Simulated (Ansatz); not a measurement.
Consider the ligand exchange at a Ga–C bond: `C[CH2][Ga]1[O][SiH2]1` + HCl → `[Cl][Ga]1[O][SiH2]1` + `CC`.

Gas-phase electronic energies from Ansatz, PBE0-D4/def2-TZVP geometries. CBS: MP2 limit from def2 TZ/QZ plus the TZ coupled-cluster correction, frozen cores. This one scheme is used for every species. DFT in def2-TZVPP. B3LYP here is the variant with VWN-RPA as its local correlation; programs differ in this. For Ga outer-core shells are correlated without core-valence functions, which leaves a few kJ/mol of doubt a bond. Scalar relativity is left out up to krypton. One conformer a species, not always the lowest.

```
             level  ΔE (kJ/mol)  difference from CCSD(T)/CBS
            PBE-D4       -121.0                         -0.4
         r2SCAN-D4       -129.1                         -8.5
           PBE0-D4       -125.6                         -5.0
          B3LYP-D4       -130.0                         -9.4
            r2SCAN       -130.4                         -9.8
     HF/def2-TZVPP       -155.8                        -35.2
   CCSD/def2-TZVPP       -125.2                         -4.6
CCSD(T)/def2-TZVPP       -122.5                         -1.9
    MP2/def2-QZVPP       -122.4                         -1.8
     MP2/CBS(def2)       -121.5                         -0.9
       CCSD(T)/CBS       -120.6                            0
```

Largest T1 diagnostic among the species: 0.015.

In def2-TZVPP, CCSD(T) changes the Hartree–Fock value by +33.4 kJ/mol (the triples alone add +2.8 kJ/mol) and MP2 by +32.5 kJ/mol. The D4 term adds +6.0 kJ/mol with B3LYP and +3.5 kJ/mol with PBE0; it sums over pairs of atoms, weighted by their polarisabilities, and B3LYP, whose exchange is more repulsive, gets the larger term. From PBE to PBE0 (25 % exact exchange), in def2-TZVPP and without D4, ΔE moves by −4.3 kJ/mol.
